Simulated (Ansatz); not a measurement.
`[CH3][Zr]([F])([F])[F]` + H–F → `[F][Zr]([F])([F])[F]` + CH₄ at 500 K and 1 bar (ligand exchange at a Zr–C bond).

Gas-phase electronic energies from Ansatz, PBE0-D4/def2-TZVP geometries. CCSD(T)/CBS adds triple-zeta CCSD(T) − MP2 to the extrapolated MP2 energy (def2 sets, frozen cores). This one scheme is used for every species. def2 core potentials past Kr. For Zr outer-core shells are correlated without core-valence functions, which leaves a few kJ/mol of doubt a bond.

```csv
species,CCSD(T)/CBS energy (Eh),H − E (kJ/mol),S (J/(mol·K))
`[CH3][Zr]([F])([F])[F]`,-386.47392,153.1,423.7
H–F,-100.39570,39.4,188.7
`[F][Zr]([F])([F])[F]`,-446.49023,59.5,369.9
CH₄,-40.46206,135.6,206.8
```

H − E and S are ideal-gas, rigid-rotor, harmonic terms from PBE0-D4/def2-TZVP. 1 Eh = 2625.50 kJ/mol, R = 8.31446 J/(mol·K).

Question: By hand: ΔE, ΔH, ΔS and ΔG.

Answer: ΔE = (-446.49023) + (-40.46206) − (-386.47392) − (-100.39570) = -0.08267 Eh = -217.1 kJ/mol. Δ(H − E) = 59.5 + 135.6 − 153.1 − 39.4 = 2.6, so ΔH = -214.5 kJ/mol. ΔS = 369.9 + 206.8 − 423.7 − 188.7 = -35.7 J/(mol·K). ΔG = -214.5 − 500 × (-35.7)/1000 = -196.7 kJ/mol.

Question: By hand: the equilibrium constant, and the temperature at which ΔG would vanish if ΔH and ΔS stayed fixed.

Answer: log₁₀ K = −ΔG/(RT ln 10) = 20.5. ΔG = 0 at ΔH/ΔS = 6008 K, far beyond where these terms or the molecules hold.

ΔH outweighs TΔS. A doubt of 5 kJ/mol in ΔE shifts log₁₀ K by 0.5 here. These are equilibria of isolated gas molecules and say nothing of rates. Largest T1 diagnostic: 0.018 (customary marks: 0.02 for closed shells, 0.045 for open ones).
